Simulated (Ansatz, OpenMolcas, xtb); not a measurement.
## How methods differ on GeH3 (SMILES [GeH3])

The species is GeH3 (4 atoms), meant as a doublet with charge 0. As SMILES, `[GeH3]`. Geometry: relaxed at PBE0-D4/def2-TZVP.

Quantity: the vertical energy of the quartet above the doublet, in eV. The values are calculated.

```json
{"level": "GFN2-xTB", "kind": "semi-empirical", "program": "xtb", "value (eV)": "8.85", "less CCSD(T)/def2-TZVPP": "+0.60"}
{"level": "UHF/def2-TZVPP", "kind": "Hartree–Fock", "program": "OpenMolcas", "value (eV)": "8.00", "less CCSD(T)/def2-TZVPP": "-0.25"}
{"level": "USVWN5/def2-TZVPP", "kind": "LDA", "program": "OpenMolcas", "value (eV)": "7.76", "less CCSD(T)/def2-TZVPP": "-0.49"}
{"level": "UPBE/def2-TZVPP", "kind": "GGA", "program": "OpenMolcas", "value (eV)": "7.72", "less CCSD(T)/def2-TZVPP": "-0.53"}
{"level": "UTPSS/def2-TZVPP", "kind": "meta-GGA", "program": "OpenMolcas", "value (eV)": "7.87", "less CCSD(T)/def2-TZVPP": "-0.38"}
{"level": "UPBE0/def2-TZVPP", "kind": "global hybrid", "program": "OpenMolcas", "value (eV)": "7.95", "less CCSD(T)/def2-TZVPP": "-0.30"}
{"level": "ROCCSD(T)/def2-TZVPP", "kind": "coupled cluster or CI", "program": "OpenMolcas", "value (eV)": "8.25", "less CCSD(T)/def2-TZVPP": "0.00"}
{"level": "FCI/STO-3G", "kind": "exact in the basis", "program": "Ansatz", "value (eV)": "11.83", "less CCSD(T)/def2-TZVPP": "+3.58"}
```

ROCCSD(T)/def2-TZVPP is the highest level here, not the true value. All-electron rows without a relativistic Hamiltonian named are non-relativistic. The values span 7.72 to 11.83 eV. The xTB rows lack spin polarisation, so open shells miss the exchange term that lowers them. High-level rows in very small sets aren't better than simpler rows in larger ones. In the correlated wave-function rows the outer d shell of Ge is correlated, in sets not made for it.
